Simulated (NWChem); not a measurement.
System: C2H6O2Si; SMILES C[SiH2]C(=O)O

Input file for NWChem:

```
start job
memory heap 200 mb stack 900 mb global 1100 mb
geometry units angstroms noautoz
  C      0.637071     2.108259     0.164257
  Si    -0.690684     0.804918    -0.097028
  C      0.163335    -0.925412    -0.041435
  O      1.345189    -1.107102    -0.252848
  O     -0.685983    -1.950943     0.228591
  H      0.236040     3.117881     0.023451
  H      1.054947     2.045347     1.174793
  H      1.456191     1.958115    -0.546641
  H     -1.317549     0.913533    -1.441937
  H     -1.760554     0.859079     0.932986
  H     -0.150210    -2.771329     0.195709
end
basis spherical
  * library def2-tzvp
end
dft
  xc xctpssh
  iterations 150
  semidirect filesize 400000000
  mulliken
end
task dft energy
```

The geometry was optimised at B3LYP/6-31G* (spherical d).

Question: Predict the main results of this run. (TPSSh/def2-TZVP.) Quantities: energy (Ha); highest occupied level (eV); orbital gap (eV); dipole (D).

Answer: 
```json
{
  "energy (Ha)": "-519.91",
  "highest occupied level (eV)": "-6.98",
  "orbital gap (eV)": "5.79",
  "dipole (D)": "1.00"
}
```
